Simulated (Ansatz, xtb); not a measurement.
## C7H5F: which of two isomers lies lower

Structure I is `C#C[C@@H]1C=CC(F)=C1`, a singlet and structure II is `C#CC1=CC=C[C@@H]1F`, a singlet. Both are isolated molecules in the gas phase, relaxed with B3LYP-D3(BJ)/def2-SVP.

I (Å):

```yaml
atoms:
  - { symbol: C, position_ang: [0.4804, 3.6505, -0.5205] }
  - { symbol: C, position_ang: [0.6675, 2.4909, -0.8134] }
  - { symbol: C, position_ang: [0.8925, 1.0898, -1.1765] }
  - { symbol: C, position_ang: [-0.3269, 0.1992, -0.9919] }
  - { symbol: C, position_ang: [0.0097, -0.8667, -0.2405] }
  - { symbol: C, position_ang: [1.4212, -0.7312, 0.1321] }
  - { symbol: C, position_ang: [1.9699, 0.3896, -0.3716] }
  - { symbol: F, position_ang: [2.0289, -1.6479, 0.8814] }
  - { symbol: H, position_ang: [0.3158, 4.6777, -0.2559] }
  - { symbol: H, position_ang: [1.1728, 1.0523, -2.2507] }
  - { symbol: H, position_ang: [-1.2981, 0.4287, -1.4285] }
  - { symbol: H, position_ang: [-0.6238, -1.7023, 0.0583] }
  - { symbol: H, position_ang: [2.9883, 0.7506, -0.2492] }
```

II (Å):

```xyz
13

C     2.3209   -0.8606    1.6034
C     1.7003   -0.3171    0.7105
C     0.9865    0.3522   -0.3087
C     0.4804   -0.1430   -1.4695
C    -0.1581    0.9402   -2.2332
C    -0.0495    2.1016   -1.5562
C     0.6005    1.8266   -0.2229
F     1.6419    2.6658    0.0952
H     2.8713   -1.3460    2.3869
H     0.5368   -1.1838   -1.7893
H    -0.6421    0.8006   -3.2008
H    -0.4109    3.0860   -1.8523
H    -0.1664    1.9256    0.5739
```

Quicker runs give these differences E(II) − E(I): GFN2-xTB +0.75 kcal/mol; HF/STO-3G +1.91 kcal/mol (at GFN2-xTB geometries); r2SCAN-D4/def2-SVP −2.42 kcal/mol (at GFN2-xTB geometries).

Which of the two would you expect CCSD(T)/def2-SVP + ΔMP2/def2-TZVPP electronic energies to favour?

Structure II; the calculation gives E(II) − E(I) = −1.37 kcal/mol.

How the difference moves with the method:

```tsv
level	geometry	E(II) − E(I) (kcal/mol)	departure from the last row (kcal/mol)	job, with rough time for the two
GFN2-xTB	GFN2-xTB	+0.75	+2.12	optimisation, 0.15 s
HF/STO-3G	GFN2-xTB	+1.91	+3.28	single point, 0.36 s
r2SCAN-D4/def2-SVP	GFN2-xTB	−2.42	−1.05	single point, 3.5 s
B3LYP-D3(BJ)/def2-SVP	B3LYP-D3(BJ)/def2-SVP	−2.23	−0.86	optimisation, 39 s
HF/def2-SVP	B3LYP-D3(BJ)/def2-SVP	−1.54	−0.17	part of the CCSD(T) run
MP2/def2-SVP	B3LYP-D3(BJ)/def2-SVP	−0.88	+0.49	part of the CCSD(T) run
CCSD(T)/def2-SVP	B3LYP-D3(BJ)/def2-SVP	−1.20	+0.17	single point
CCSD(T)/def2-SVP + ΔMP2/def2-TZVPP	B3LYP-D3(BJ)/def2-SVP	−1.37		single point, 72 s
```

As drawn, both hold the same kinds of bond in the same numbers.

GFN2-xTB, HF/STO-3G put the two in the other order. The largest departure from CCSD(T)/def2-SVP + ΔMP2/def2-TZVPP is that of HF/STO-3G, 3.28 kcal/mol. The last row adds to CCSD(T) the change of the MP2 difference between the two basis sets, here −0.17 kcal/mol.

With thermal terms from frequencies at re-optimised GFN2-xTB minima (ideal gas, soft modes damped towards free rotors, one conformer each, 298.15 K, 1 atm): on the last row, ΔE + ΔZPE = −1.49, ΔH = −1.46, ΔG = −1.49 kcal/mol.

The correlated steps freeze 8 core orbitals. Codes used: Ansatz 0.2.0, xtb 6.7.1; the last row on 4 threads of Arm Neoverse V1 on a shared host.
